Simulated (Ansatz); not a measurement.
W5O21H12. Total charge 0; triplet. Geometry PBE-D4/def2-SVP, that of the neutral singlet; atoms count from 1.

```csv
atom,x (Å),y (Å),z (Å)
W1,0.9443,0.3594,-0.3092
W2,-1.3151,1.1549,2.4730
W3,-2.2631,-0.9315,-1.7671
W4,3.9372,1.3832,1.6932
W5,0.6439,-1.7123,-3.0905
O6,-2.5403,1.2601,1.0177
O7,-2.5166,0.3055,3.6538
O8,-3.1411,-2.2029,-2.9040
O9,-2.5670,-1.6874,-0.2134
O10,-0.0199,1.3001,1.0568
O11,2.4800,1.5451,2.6779
O12,4.3825,2.9326,0.6619
O13,0.2023,0.9274,3.5191
O14,-1.6220,2.9314,3.0020
O15,-1.1362,-1.0641,1.9311
O16,-1.1464,-0.4119,-3.5179
O17,0.4718,-1.7007,-5.0182
O18,-0.6381,-2.3905,-1.9992
O19,-0.9290,0.2320,-1.0720
O20,-3.6403,0.3462,-1.9211
O21,4.1159,-0.3784,1.0292
O22,5.2373,1.4280,2.8186
O23,2.3382,1.4314,-0.2148
O24,1.8423,-2.9518,-3.0667
O25,1.3639,-1.0687,0.6144
O26,1.4139,-0.3140,-2.1326
H27,-2.1999,1.2694,0.0911
H28,-2.5843,-0.6624,3.7633
H29,-2.8368,-3.1233,-3.0074
H30,-1.7313,-1.3726,1.1665
H31,5.1656,3.4437,0.9415
H32,1.1903,1.1346,3.2339
H33,-1.0836,3.3488,3.7029
H34,-0.2219,-1.3525,1.6778
H35,-1.5383,-0.6147,-4.3900
H36,1.1142,-2.2716,-5.4844
H37,-4.4765,0.3748,-1.4211
H38,3.3045,-0.8972,0.8038
```

In the def2 sets W takes a core potential; there is no spin–orbit coupling. Single mean-field runs in def2-TZVP are fitted with def2-universal-jkfit. At PBE0-D4/def2-TZVP a singlet of charge 0 lies 3.93 eV below the triplet at the same geometry.

(1) Estimate the Mulliken populations of the heavy atoms from the PBE0/def2-TZVP orbitals of Ansatz.

(2) Where does the spin sit?

(3) And the Mayer bond orders between bonded heavy atoms (over 0.3)?

Answers

(1) 
| atom | charge (e) | spin (α − β) | d electrons |
| --- | --- | --- | --- |
| W1 | 1.52 | 0.08 | 3.38 |
| W2 | 1.39 | 0.61 | 3.37 |
| W3 | 1.52 | 0.02 | 3.19 |
| W4 | 1.52 | 0.00 | 3.40 |
| W5 | 1.49 | 0.01 | 3.39 |
| O6 | -0.53 | 0.17 | – |
| O7 | -0.56 | 0.05 | – |
| O8 | -0.58 | 0.00 | – |
| O9 | -0.50 | 0.00 | – |
| O10 | -0.41 | 0.53 | – |
| O11 | -0.61 | 0.00 | – |
| O12 | -0.61 | 0.00 | – |
| O13 | -0.49 | 0.29 | – |
| O14 | -0.55 | 0.02 | – |
| O15 | -0.64 | 0.00 | – |
| O16 | -0.74 | 0.00 | – |
| O17 | -0.64 | 0.00 | – |
| O18 | -0.59 | 0.00 | – |
| O19 | -0.72 | 0.05 | – |
| O20 | -0.57 | 0.00 | – |
| O21 | -0.59 | 0.00 | – |
| O22 | -0.44 | 0.00 | – |
| O23 | -0.52 | 0.07 | – |
| O24 | -0.44 | 0.00 | – |
| O25 | -0.59 | 0.10 | – |
| O26 | -0.62 | -0.01 | – |
Mulliken values and Mayer orders depend strongly on the basis.

(2) Summed by element: W 0.71, O 1.28, H 0.01, of 2 unpaired in all. Largest on single atoms: W2 0.61, O10 0.53, O13 0.29.

(3) W1–O10 0.84 (1.92 Å); W1–O19 0.67 (2.03 Å); W1–O23 1.77 (1.76 Å); W1–O25 1.78 (1.75 Å); W1–O26 0.75 (2.00 Å); W2–O6 1.03 (1.91 Å); W2–O7 1.15 (1.89 Å); W2–O10 0.77 (1.92 Å); W2–O13 1.14 (1.86 Å); W2–O14 1.18 (1.88 Å); W2–O15 0.33 (2.29 Å); W3–O8 1.12 (1.92 Å); W3–O9 1.95 (1.75 Å); W3–O16 0.54 (2.14 Å); W3–O18 0.49 (2.20 Å); W3–O19 1.03 (1.90 Å); W3–O20 1.14 (1.88 Å); W4–O11 1.69 (1.77 Å); W4–O12 1.06 (1.91 Å); W4–O21 1.12 (1.89 Å); W4–O22 2.12 (1.72 Å); W5–O16 0.37 (2.25 Å); W5–O17 1.04 (1.94 Å); W5–O18 1.46 (1.82 Å); W5–O24 2.13 (1.72 Å); W5–O26 1.17 (1.86 Å).
